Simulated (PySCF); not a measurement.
SMILES [CH]=NC(C)(C)C (C₅H₁₀N), doublet at its GFN2-xTB optimised geometry (Å):

```
16

C     -2.3889     0.4949    -1.8752
N     -1.5234     0.0566    -1.1187
C     -0.0913     0.0946    -1.2343
C      0.3964    -1.3586    -1.2211
C      0.4366     0.8347     0.0000
C      0.3702     0.7996    -2.5159
H     -3.4391     0.3872    -1.6473
H      0.0160    -1.8905    -2.0903
H      1.4826    -1.3890    -1.2380
H      0.0436    -1.8639    -0.3254
H      1.5234     0.8347     0.0000
H      0.0848     1.8639     0.0000
H      0.0843     0.3493     0.9068
H     -0.0243     0.2827    -3.3873
H      0.0051     1.8238    -2.5290
H      1.4558     0.8083    -2.5685
```

Level of theory: unrestricted PBE0/def2-TZVP (PySCF).

Map of the Laplacian of the electron density (e/bohr⁵), clipped to [-1.50, 1.50] on the plane z = 0.8 Å:

```
|@@@@@@@@@@@@@@@@@@@@@@@@@@@@@@@|
|@@@@@@@@@@@@@@@@@@@@@@@@@@@@@@@|
|@@@@@@@@@@@@@@@@@@@@@@@@@@@@@@@|
|@@@@@@@@@@@@@@@@@@@@@@@@@@@@@@@|
|@@@@@@@@@@@@@@@@@@@@@@@@@@@@@@@|
|@@@@@@@@@@@@@@@@@@@@@@@@@@@@@@@|
|@@@@@@@@@@@@@@@@@@@@@@@@@@@@@@@|
|@@@@@@@@@@@@@@@@@@@@@@@@@@@@@@@|
|@@@@@@@@@@@@@@@@@@@@@@@@@@@@@@@|
|@@@@@@@@@@@@@@@@@@@@@@@@@@@@@@@|
|@@@@@@@@@@@@@@@@@@@@@@@@@@@@@@@|
|@@@@@@@@@@@@@@@@@@@@@@@@@@@@@@@|
|@@@@@@@@@@@@@@@%%@@@@@@@@@@@@@@|
|@@@@@@@@@@@@@@@ :%@@@@@@@@@@@@@|
|@@@@@@@@@@@@@@@  %@@@@@@@@@@@@@|
|@@@@@@@@@@@@@@@@@@@@@@@@@@@@@@@|
|@@@@@@@@@@@@@@@@@@@@@@@@@@@@@@@|
|@@@@@@@@@@@@@@@@@@@@@@@@@@@@@@@|
|@@@@@@@@@@@@@@@@@@@@@@@@@@@@@@@|
|@@@@@@@@@@@@@@@@@@@@@@@@@@@@@@@|
|@@@@@@@@@@@@@@@@@@@@@@@@@@@@@@@|
|@@@@@@@@@@@@@@@@@@@@@@@@@@@@@@@|
|@@@@@@@@@@@@@@@@@@@@@@@@@@@@@@@|
|@@@@@@@@@@@@@@@@@@@@@@@@@@@@@@@|
|@@@@@@@@@@@@@@@@@@@@@@@@@@@@@@@|
|@@@@@@@@@@@@@@@@@@@@@@@@@@@@@@@|
|@@@@@@@@@@@@@@@@@@@@@@@@@@@@@@@|
|@@@@@@@@@@@@@@@@@@@@@@@@@@@@@@@|
|@@@@@@@@@@@@@@@@@@@@@@@@@@@@@@@|
|@@@@@@@@@@@@@@@@@@@@@@@@@@@@@@@|
|@@@@@@@@@@@@@@@@@@@@@@@@@@@@@@@|
```
Scale: ten equal steps from -1.50 (start of ' ') to 0.166 (end of '@'), in the order ' .:-=+*#%@'; x runs from -4.00 to 4.00, y from -4.00 (bottom) to 4.00 (top).
